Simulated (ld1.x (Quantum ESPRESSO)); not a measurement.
**Building the ultrasoft potential for Ce (PBE, fully relativistic).**

Ce, ultrasoft, made with ld1.x (Quantum ESPRESSO) 7.5 (PBE, fully relativistic). Core [Kr] 4d10, reference 4f1 5s2 5p6 5d1 6s1.75 6p0.25. Waves: 5s (bound): rcut 2.05, rcutus 2.20 bohr; 6s (bound): rcut 2.05, rcutus 2.20 bohr; 5p (bound): rcut 2.30, rcutus 2.85 bohr; 6p (bound): rcut 2.30, rcutus 2.85 bohr; 5d (bound): rcut 3.45, rcutus 4.25 bohr; 5d channel at 3.5 Ry: rcut 3.45, rcutus 4.25 bohr; 4f (bound): rcut 1.50, rcutus 1.65 bohr; 4f channel at 2.95 Ry: rcut 1.50, rcutus 1.65 bohr. Local part: all-electron potential smoothed inside 2.10 bohr (lloc = -1). Core correction: none. Augmentation charge: PSQ, radius 1.60 bohr.

Open shells are filled in proportion to 2j + 1 (rel_dist='average').

All-electron outer shells of the reference configuration (PBE, scalar-relativistic, ld1.x):

| shell | level (eV) | outermost node (bohr) | outermost maximum (bohr) |
| --- | --- | --- | --- |
| 4p | -211.35 | 0.33 | 0.62 |
| 4d | -110.78 | 0.31 | 0.66 |
| 5s | -40.88 | 0.75 | 1.37 |
| 5p | -23.51 | 0.81 | 1.55 |
| 4f | -5.67 | – | 0.71 |
| 6s | -3.91 | 1.82 | 3.72 |
| 5d | -3.29 | 0.92 | 2.15 |
| 6p | -1.49 | 2.15 | 4.84 |

Problem. Is a potential produced?

Solution. No. ld1.x (Quantum ESPRESSO) 7.5 stopped with "chargeps: negative rho": the spherical valence density built from the smooth waves and the augmentation charge turned negative at some radius.
